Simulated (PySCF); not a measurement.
## Ionisation energy of Si⁺ by level of theory

Si⁺ [Ne] 3s2 3p1 (2P) → Si²⁺ [Ne] 3s2 (1S), as a difference of total energies. All numbers are calculated (PySCF 2.14, no relativity, point nucleus, in aug-cc-pV(D+d)Z). Correlated levels: valence: [Ne] frozen. The calculations carry no spin-orbit coupling.

```json
{"method": "UHF", "ionisation energy (eV)": "15.826", "error (eV)": "-0.496"}
{"method": "r2SCAN", "ionisation energy (eV)": "16.517", "error (eV)": "+0.195"}
{"method": "LDA", "ionisation energy (eV)": "16.369", "error (eV)": "+0.047"}
{"method": "MP2 (valence)", "ionisation energy (eV)": "16.000", "error (eV)": "-0.322"}
{"method": "SCS-MP2 (valence)", "ionisation energy (eV)": "15.981", "error (eV)": "-0.341"}
{"method": "CCSD (valence)", "ionisation energy (eV)": "16.118", "error (eV)": "-0.204"}
{"method": "CCSD(T) (valence)", "ionisation energy (eV)": "16.137", "error (eV)": "-0.185"}
```

Reference: 16.322 eV (measured; NIST levels, between the centres of gravity of the two terms).

Errors of the correlated levels include the incompleteness of this basis and the frozen core.
